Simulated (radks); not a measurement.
The numbers below are computed, except where a source is named.
Q: Orbital eigenvalues (eV) of the lutetium ion Lu+, [Xe] 4f14 6s2, of relativity; Dirac values are averaged over j with weights 2j + 1. Spin-unpolarised spherical Kohn-Sham, LDA (Slater exchange, Perdew-Wang correlation), point nucleus unless stated (finite: rms radius 5.37 fm), a radial shooting solver on a logarithmic mesh with Libxc functionals. A level marked "c x" has the speed of light scaled by that factor.

shell  non-rel.
2s      -9516.9
2p      -9107.1
3s      -2144.5
3p      -1956.1
3d      -1603.8
4s      -419.87
4p      -342.80
4d      -203.01
5s      -60.298
5p      -39.448
4f      -24.893
6s      -10.526

Give the values at the level "Dirac".

A: 
shell    Dirac  change of magnitude (%)
2s      -10746                   +12.92
2p     -9515.8                    +4.49
3s     -2441.5                   +13.85
3p     -2067.4                    +5.69
3d     -1590.3                    -0.84
4s     -492.51                   +17.30
4p     -368.62                    +7.53
4d     -200.24                    -1.36
5s     -70.067                   +16.20
5p     -40.989                    +3.91
4f     -18.706                   -24.85
6s     -11.282                    +7.18
